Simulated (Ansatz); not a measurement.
CH₅AlOSi (`O[SiH]1[CH2][AlH]1`). Total charge 0; spin multiplicity 1. Geometry: relaxed with PBE0-D4/def2-TZVP. It is one conformer, not always the lowest.

```xyz
9

O    -1.831   -1.139   -0.301
Si   -0.850    0.146    0.045
C     0.849    0.164   -0.743
Al    1.167    0.384    1.190
H    -2.506   -1.358    0.343
H    -1.553    1.437   -0.213
H     1.086    0.698   -1.661
H     1.229   -0.872   -0.824
H     2.409    0.539    2.163
```

**Question.** What is the dipole moment at PBE/def2-TZVPP? (Estimate.)

**Answer.** The calculation gave: 0.98 D, with components (0.06, -0.05, 0.98) D in this frame, pointing from negative to positive charge.

**Question.** And with r2SCAN, B3LYP, ωB97M-V? (An estimate is asked.)

**Answer.** Ansatz gave: r2SCAN 1.05 D, B3LYP 1.23 D, ωB97M-V 1.31 D.

**Question.** Give the Mulliken charges with PBE, r2SCAN, B3LYP in def2-TZVPP. (Best estimate.)

**Answer.** The calculation gave: 
```
atom    PBE  r2SCAN  B3LYP
  O1  -0.35   -0.41  -0.39
 Si2   0.30    0.38   0.38
  C3  -0.32   -0.40  -0.37
 Al4   0.16    0.29   0.21
  H5   0.19    0.20   0.18
  H6  -0.10   -0.12  -0.11
  H7   0.09    0.08   0.10
  H8   0.11    0.10   0.10
  H9  -0.08   -0.12  -0.09
```

B3LYP here is the variant with VWN-RPA as its local correlation; programs differ in this.
